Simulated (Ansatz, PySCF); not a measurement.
C3H8Si2, SMILES [SiH2]1[SiH2]CC1=C. Atoms are numbered in the order given.

```xyz
13

C     -1.5283     1.7485     0.4544
C     -0.6872     0.8633    -0.1032
C      0.7951     1.0985    -0.3951
Si     1.4058    -0.6124     0.2525
Si    -0.8347    -1.0260    -0.2892
H     -2.5568     1.4806     0.7149
H     -1.2181     2.7766     0.6788
H      1.2119     2.0210     0.0413
H      0.9719     1.1262    -1.4874
H      1.6575    -0.5787     1.7200
H      2.5735    -1.2261    -0.4413
H     -1.8188    -1.7235     0.5834
H     -1.0421    -1.4569    -1.7029
```
Charge 0, spin multiplicity 1.

Geometry: TPSSh-D3(BJ)/def2-SVP. The structure was generated by enumeration, and PubChem lists no compound with its InChIKey, so it may never have been made.

Two levels are set side by side: PBE-D3(BJ)/def2-SVP (Ansatz, a quantum-chemistry and plane-wave program) and TPSSh-D3(BJ)/def2-SVP (PySCF). Each level has its own optimised geometry; the coordinates shown are those of the second. Frequencies come from the Hessian of PySCF at each geometry. Differences are taken from unrounded values.

```tsv
quantity	TPSSh-D3(BJ)	PBE-D3(BJ)	PBE-D3(BJ) minus TPSSh-D3(BJ)
mean bond length (Å)	1.493	1.502	0.009
bond C1–C2 (Å)	1.342	1.348	0.006
bond C2–C3 (Å)	1.529	1.526	-0.003
bond C2–Si5 (Å)	1.904	1.912	0.008
bond C3–Si4 (Å)	1.929	1.937	0.008
bond Si4–Si5 (Å)	2.342	2.351	0.009
bond C1–H6 (Å)	1.094	1.102	0.008
bond C1–H7 (Å)	1.097	1.105	0.008
bond C3–H8 (Å)	1.102	1.110	0.008
bond C3–H9 (Å)	1.107	1.114	0.007
bond Si4–H10 (Å)	1.489	1.505	0.016
bond Si4–H11 (Å)	1.490	1.506	0.016
bond Si5–H12 (Å)	1.489	1.505	0.016
bond Si5–H13 (Å)	1.492	1.508	0.016
highest harmonic wavenumber (cm⁻¹)	3209	3145	-64
mean harmonic wavenumber (cm⁻¹)	1240	1199	-41
zero-point energy (kcal/mol)	58.48	56.55	-1.93
```

Exact exchange shortens and stiffens bonds; PBE has none. Differences between two approximate levels are no errors against the true value.
